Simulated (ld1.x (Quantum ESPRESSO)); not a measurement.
## Reading a pseudo-wave (Cl)

Columns: radius, all-electron u(r) and pseudo u(r) of the 3p shell (level -13.92 eV) of chlorine in the configuration [Ne] 3s2 3p4.5; LDA (PZ), non-relativistic, TM scheme, ld1.x (Quantum ESPRESSO) 7.5.

| r (bohr) | all-electron | pseudo |
| --- | --- | --- |
| 0.075 | 0.1390 | -0.0057 |
| 0.150 | 0.3051 | -0.0228 |
| 0.225 | 0.3755 | -0.0508 |
| 0.300 | 0.3533 | -0.0890 |
| 0.375 | 0.2673 | -0.1365 |
| 0.450 | 0.1455 | -0.1920 |
| 0.525 | 0.0086 | -0.2540 |
| 0.600 | -0.1295 | -0.3207 |
| 0.675 | -0.2598 | -0.3901 |
| 0.750 | -0.3773 | -0.4598 |
| 0.825 | -0.4796 | -0.5276 |
| 0.900 | -0.5658 | -0.5909 |
| 0.975 | -0.6361 | -0.6476 |
| 1.050 | -0.6916 | -0.6959 |
| 1.125 | -0.7334 | -0.7345 |
| 1.200 | -0.7629 | -0.7630 |
| 1.275 | -0.7818 | -0.7817 |
| 1.350 | -0.7914 | -0.7914 |
| 1.425 | -0.7932 | -0.7932 |
| 1.500 | -0.7885 | -0.7885 |
| 1.575 | -0.7784 | -0.7784 |
| 1.650 | -0.7639 | -0.7639 |
| 1.725 | -0.7459 | -0.7459 |
| 1.800 | -0.7253 | -0.7253 |
| 1.875 | -0.7026 | -0.7026 |
| 1.950 | -0.6783 | -0.6783 |

How many radial nodes do the two functions have?

The all-electron 3p function has n − l − 1 = 1; the pseudo-wave has 0, since the states of the same l below it are removed with the core.

At about which radius was the pseudo-wave matched?

1.50 bohr. The columns agree to 0.0005 from 1.20 bohr on; several derivatives are matched, so the curves merge somewhat inside the radius.

Is the pseudo-wave norm-conserving?

Yes: the TM scheme keeps the norm inside the radius equal to the all-electron one, which fixes the energy derivative of the logarithmic derivative at the level.
